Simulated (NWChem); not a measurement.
System meant: CH₆ClNSi; SMILES Cl[SiH2]NC

The following NWChem deck was run.

```
start job
memory heap 200 mb stack 900 mb global 1100 mb
geometry units angstroms noautoz
  Si    -0.680604     0.116693    -0.158995
  Cl     0.427499     1.357271     1.106449
  N      0.112775    -1.326647    -0.628475
  C      0.357403    -2.460489     0.234338
  H     -1.906962    -0.239668     0.603606
  H     -0.955081     0.903058    -1.390080
  H      0.746050    -1.268162    -1.419318
  H      1.323793    -2.410811     0.769389
  H     -0.433965    -2.525163     0.997504
  H      0.332670    -3.405173    -0.333554
end
basis spherical
  * library def2-svp
end
dft
  xc xpbe96 cpbe96
  iterations 4
  mulliken
end
task dft energy
```

End of the output:

```
    Atom       Charge   Shell Charges
 -----------   ------   -------------------------------------------------------
    1 Si  14    13.66   2.00  1.93  0.67  0.34  5.81  1.28  1.13  0.51
    2 Cl  17    17.10   2.00  1.96  1.06  0.80  5.82  2.27  3.18  0.02
    3 N    7     7.20   1.97  0.73  0.42  2.30  1.76  0.03
    4 C    6     6.00   1.96  0.57  0.30  1.87  1.19  0.10
    5 H    1     1.09   0.65  0.42  0.02
    6 H    1     1.09   0.65  0.42  0.02
    7 H    1     0.93   0.60  0.20  0.13
    8 H    1     0.98   0.65  0.27  0.06
    9 H    1     0.97   0.64  0.27  0.06
   10 H    1     0.98   0.65  0.27  0.06

 center of mass
 --------------
 x =   0.01021519 y =  -0.19702175 z =   0.01517001

 moments of inertia (a.u.)
 ------------------
         780.186484300812          -0.000000000000          -0.000000000000
          -0.000000000000         201.250366714438           0.000000000000
          -0.000000000000           0.000000000000         905.627405202564

     Multipole analysis of the density
     ---------------------------------

     L   x y z        total         alpha         beta         nuclear
     -   - - -        -----         -----         ----         -------
     0   0 0 0     -0.000000    -25.000000    -25.000000     50.000000

     1   1 0 0     -0.008824     -0.004412     -0.004412     -0.000000
     1   0 1 0      0.835046      0.417523      0.417523      0.000000
     1   0 0 1      0.231338      0.115669      0.115669     -0.000000

     2   2 0 0    -29.643649    -64.375128    -64.375128     99.106608
     2   1 1 0      1.478564     -6.795260     -6.795260     15.069084
     2   1 0 1     -0.271251      0.615628      0.615628     -1.502508
     2   0 2 0    -29.669734   -217.010386   -217.010386    404.351037
     2   0 1 1      0.981065      0.952355      0.952355     -0.923644
     2   0 0 2    -28.159635    -29.519120    -29.519120     30.878606

 ------------------------------------------------------------------------
 dft energy failed                                                                                  0
 ------------------------------------------------------------------------
 ------------------------------------------------------------------------
  current input line :
    23: task dft energy
 ------------------------------------------------------------------------
 ------------------------------------------------------------------------
 This type of error is most commonly associated with calculations not reaching convergence criteria
 ------------------------------------------------------------------------
 For more information see the NWChem manual at https://nwchemgit.github.io

0:dft energy failed:Received an Error in Communication
```

### Question
Find the fault in this run and fix the input.

### Answer
Convergence was not reached. Cause: the SCF was allowed too few iterations. This input runs:
```
start job
memory heap 200 mb stack 900 mb global 1100 mb
geometry units angstroms noautoz
  Si    -0.680604     0.116693    -0.158995
  Cl     0.427499     1.357271     1.106449
  N      0.112775    -1.326647    -0.628475
  C      0.357403    -2.460489     0.234338
  H     -1.906962    -0.239668     0.603606
  H     -0.955081     0.903058    -1.390080
  H      0.746050    -1.268162    -1.419318
  H      1.323793    -2.410811     0.769389
  H     -0.433965    -2.525163     0.997504
  H      0.332670    -3.405173    -0.333554
end
basis spherical
  Si library def2-svp
  Cl library def2-svp
  N library def2-svp
  C library def2-svp
  H library def2-svp
end
dft
  xc xpbe96 cpbe96
  iterations 150
  mulliken
end
task dft energy
```
It converges to -845.44559 Ha (PBE/def2-SVP).
